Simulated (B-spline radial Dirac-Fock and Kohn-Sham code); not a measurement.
Tm 5s: cross section and angular parameters

System: neutral thulium, configuration [Xe] 4f13 6s2; threshold 57.65 eV (orbital energy of the model). Calculated with a B-spline atomic structure program, using Dirac-Hartree-Slater photoionisation with a Latter tail; cross sections with all multipoles, angular parameters from the dipole term and its interference with E2.

Input of the calculation (task.json; shells as n, l, electrons):

```json
{"items": [{
  "Z": 69,
  "q": 0,
  "cfg": [[1, 0, 2], [2, 0, 2], [2, 1, 6], [3, 0, 2], [3, 1, 6], [3, 2, 10], [4, 0, 2], [4, 1, 6], [4, 2, 10], [4, 3, 13], [5, 0, 2], [5, 1, 6], [6, 0, 2]],
  "A": 169,
  "rrms": 5.2256,
  "do": "xps",
  "hv": [92.5, 99.7, 109.0, 127.0, 134.0, 136.0, 150.0, 196.0, 207.0, 226.0, 292.0, 300, 318.0, 345.0, 600, 800, 1630.0, 2140.0, 2330.0, 4000, 4440.0, 4670.0, 5010.0, 5120.0, 5414.7, 7760.0, 8047.8, 9251.7, 12000, 12200.0],
  "edges": {"K": 59390.0, "L1": 10116.0, "L2": 9617.0, "L3": 8648.0, "M1": 2307.0, "M2": 2090.0, "M3": 1885.0, "M4": 1515.0, "M5": 1468.0, "N1": 470.9, "N2": 385.9, "N3": 332.6, "N4": 175.5, "N5": 175.5}
}]}
```

Command: `python xray2_run.py task.json out`

For linearly polarised light dσ/dΩ = σ/(4π) [1 + β P₂(cos θ) + (δ + γ cos²θ) sin θ cos φ], with θ from the polarisation vector and φ the angle between the beam and the projection of the electron momentum on the plane normal to the polarisation.

```csv
hν (eV),σ (kb),β,γ
92.5,70.8,1.187,-0.225
99.7,74.5,1.336,-0.158
109,77.0,1.465,-0.087
127,76.9,1.610,0.017
134,75.9,1.646,0.048
136,75.6,1.655,0.056
150,?,?,?
196,60.9,1.792,0.214
207,58.2,1.805,0.233
226,53.6,1.822,0.260
292,40.8,1.859,0.323
300,39.5,1.862,0.329
318,36.9,1.868,0.340
345,33.5,1.876,0.354
600,16.2,1.914,0.407
800,10.7,1.926,0.399
1630,3.54,1.947,0.263
2140,2.25,1.952,0.171
2330,1.95,1.954,0.139
4000,0.743,1.961,-0.058
4440,0.614,1.962,-0.089
4670,0.559,1.963,-0.102
5010,0.490,1.963,-0.118
5120,0.471,1.964,-0.122
5414.7,0.424,1.964,-0.131
7760,0.211,1.966,-0.130
8047.8,0.197,1.967,-0.122
9251.7,0.149,1.967,-0.080
12000,0.0882,1.968,0.061
12200,0.0853,1.968,0.073
```

Q: Give the values at 150 eV.

A: σ = 72.6 kb, β = 1.705, γ = 0.107. For an s subshell δ is negligible.
